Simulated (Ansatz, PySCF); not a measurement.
This PySCF input computes a B3LYP/def2-TZVPD energy:

```python
from pyscf import gto, scf, dft

mol = gto.M(
    atom='''
    Ge   -0.48126613   -0.17666499    0.29523770
    O    -1.34904094   -1.41144638   -0.45843201
    Cl   -0.20794353    1.71496817   -1.03677717
    Cl    1.74869903   -0.71821224    0.69676833
    ''',
    basis='def2-tzvpd',
    charge=-1,
    spin=1,
    verbose=4,
)

mf = dft.UKS(mol, xc='b3lyp').density_fit(auxbasis='def2-universal-jkfit')
mf.grids.level = 3
mf.conv_tol = 1e-9
mf.max_cycle = 100
mf.max_memory = 1500
mf.kernel()
if not mf.converged:
    mf = mf.newton()
    mf.kernel(mf.make_rdm1())
for _ in range(2):
    mo, _, stable, _ = mf.stability(return_status=True)
    if stable:
        break
    mf.kernel(mf.make_rdm1(mo, mf.mo_occ))
mf.analyze()
```

Q: Write an input for the same energy in Ansatz (a quantum-chemistry and plane-wave program) and say what it gives.

A: 
Ansatz 0.2 input:
```yaml
crystal:
  periodic: [false, false, false]
  atoms:
    - {symbol: Ge, position_ang: [-0.48126613, -0.17666499, 0.29523770]}
    - {symbol: O, position_ang: [-1.34904094, -1.41144638, -0.45843201]}
    - {symbol: Cl, position_ang: [-0.20794353, 1.71496817, -1.03677717]}
    - {symbol: Cl, position_ang: [1.74869903, -0.71821224, 0.69676833]}
basis:
  gaussian:
    orbitals: def2-TZVPD
hamiltonian:
  xc: {name: B3LYP}
total_charge: -1
magnetization: {spin_polarized: true, initial_magnetization: 1}
output: {forces: true}
```
It gives -3072.91849 Eh, and PySCF -3072.91855 Eh, a difference of 0.06 mEh, from the treatment of integrals and grids.
